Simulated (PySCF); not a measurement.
C3H14Si3, SMILES C[C@H](C[SiH3])[SiH2][SiH3].

The structure is a stationary point at PBE0-D3(BJ)/def2-SVP. The structure was generated by enumeration; whether it is a known compound was not checked. The values are those of a single conformer.

Calculation: SMD-PBE0/6-31G* run with PySCF.

Solvation free energies are E(SMD) − E(gas) at the gas-phase geometry, for 1 M in both phases. In vacuum the dipole moment is 1.22 D.

Computed solvation free energies in water, 2-propanol, benzene:
```json
[
 {"solvent": "water", "ΔG(solv) (kcal/mol)": "4.0", "its non-electrostatic (CDS) part": "5.6", "dipole (D)": "1.74"},
 {"solvent": "2-propanol", "ΔG(solv) (kcal/mol)": "-2.4", "its non-electrostatic (CDS) part": "-0.9", "dipole (D)": "1.70"},
 {"solvent": "benzene", "ΔG(solv) (kcal/mol)": "-2.4", "its non-electrostatic (CDS) part": "-1.7", "dipole (D)": "1.43"}
]
```
